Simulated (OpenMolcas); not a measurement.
Co3+, Rh3+, Ir3+: d6 down the group

* Program: OpenMolcas
* Method: MS-CASPT2, IPEA 0.25 Eh, imaginary shift 0.1 Eh
* Basis: ANO-RCC-VQZP
* Scalar Hamiltonian: DKH2, point nucleus
* Spin-orbit coupling: state interaction with AMFI integrals over the reference wave functions, term energies averaged over their components

Active space for each ion: 6 electrons in 5 orbitals (d); closed shells correlated by CASPT2: Co3+ 3s 3p; Rh3+ 4s 4p; Ir3+ 5s 5p.

Computed levels in cm-1 above 5D4:

```csv
Level,Co3+,Rh3+,Ir3+
5D3,618,1561,6070
5D2,1047,2440,5570
5D1,1322,3030,9020
5D0,1456,3310,9270
3H6,23970,17890,19510
3H5,24270,18180,29550
3P1(1),24690,21930,35650
3F3(1),25950,20070,22370
3F2(1),26170,20720,23300
weight of 5D in the lowest level (%),100,98,83
```

Mixed levels, with the weight of the term that names them: Ir3+ 5D2 (63 %), Ir3+ 3H5 (51 %), Ir3+ 3P1(1) (70 %), Ir3+ 3F3(1) (50 %), Ir3+ 3F2(1) (71 %).

Measured, with the error of the calculation in %. Measured levels: Co3+ from Sugar and Corliss, J. Phys. Chem. Ref. Data 10, 1097 (1981).

```json
{"Level": "5D3", "Co3+": "639 (-3.3)"}
{"Level": "5D2", "Co3+": "1078 (-2.9)"}
{"Level": "5D0", "Co3+": "1494 (-2.5)"}
{"Level": "3H6", "Co3+": "23680 (+1.2)"}
{"Level": "3H5", "Co3+": "24032 (+1.0)"}
{"Level": "3P1(1)", "Co3+": "24729 (-0.1)"}
{"Level": "3F3(1)", "Co3+": "25736 (+0.8)"}
{"Level": "3F2(1)", "Co3+": "25969 (+0.8)"}
```

The fine-structure level 5D0 changes by a factor of 6.37 from Co3+ to Ir3+.

Without spin-orbit coupling 3H lies 23660, 17120, 15960 cm-1 above 5D in that order; the difference to the level 3H6, of either sign, comes from spin-orbit coupling, which also lowers the zero.

CASPT2 breaks the degeneracy within a term, and the mean is taken; among the terms shown or strongly mixed into the levels shown the widest spread is 1200 cm-1 (5d6 1I, Ir3+). The CASPT2 spread within a term exceeds the gap to the next term for 5d6 3D and 5d6 1I, so the order of their levels is uncertain (holds for Ir3+). Measured partners are found by configuration, term and J. A level has none where our copy of the source lacks it or the pairing is in doubt (some pairs that miss far off the trend of their configuration count as doubtful), and it then counts in no deviation. Levels of configurations outside the active space are missing.

A number in round brackets counts repeated terms of one configuration in the order of the reference energies.
